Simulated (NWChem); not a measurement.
Ionisation of C2H7N2

```xyz
11

N      1.5196    -0.2558     0.2230
C      0.6332     0.7201    -0.2055
C     -0.7273     0.2432    -0.5807
N     -1.2635    -0.6102     0.4739
H      1.0368    -0.9904     0.7381
H      2.3464     0.0770     0.7062
H      1.0599     1.5904    -0.7132
H     -1.3583     1.1189    -0.8364
H     -0.6878    -0.3801    -1.5018
H     -1.5192    -0.0452     1.2824
H     -2.1058    -1.0887     0.1640
```
Charge 0, spin multiplicity 2.

Everything below was run with NWChem. All single points use one geometry, from UPBE0/def2-SVP, a minimum by its harmonic frequencies. It is one conformer; others weren't searched.

Basis set: def2-TZVP. −ε marks an orbital energy of the parent.

B3LYP has NWChem's definition, with VWN1-RPA local correlation. The structure started from a generated list of species. The stability of the SCF solutions was not checked.

Question: One of these methods gave a first vertical ionisation energy of 3.87 eV. Which?
A. G0W0@PBE
B. G0W0@PBE0
C. −ε(alpha HOMO) of B3LYP
D. −ε(alpha HOMO) of BHandHLYP

Answer: C, −ε(alpha HOMO) of B3LYP. The others give 5.34 (−ε(alpha HOMO) of BHandHLYP), 6.08 (G0W0@PBE0), 5.53 (G0W0@PBE).
